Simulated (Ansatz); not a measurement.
```xyz
9

C    -0.8511   -0.2249   -0.4467
C     0.3588   -0.9088   -0.1410
C     1.2857   -0.1615    0.5108
Se    0.6776    1.5607    0.8098
C    -0.8914    1.0695   -0.0399
H    -1.6774   -0.6968   -0.9643
H     0.5304   -1.9449   -0.4061
H     2.2667   -0.4678    0.8403
H    -1.6992    1.7746   -0.1629
```

Charge 0, multiplicity 1.

**Question.** List the r2SCAN/def2-TZVPP orbital energies in eV (Ansatz 0.2.0). (An estimate is asked.)

**Answer.** The calculation gave: Occupied: -12334.66, -1575.30, -1412.54, -1412.50, -1412.48, -273.77, -273.77, -273.22, -273.21, -211.44, -154.88, -154.77, -154.67, -55.23, -55.22, -55.13, -55.05, -55.05, -22.47, -18.80, -18.62, -14.59, -13.91, -13.05, -10.39, -9.95, -9.39, -9.31, -8.36, -6.15, -6.03. Lowest empty: -1.28, -0.32, 0.82, 1.61, 1.86, 3.01, 3.20, 3.65.
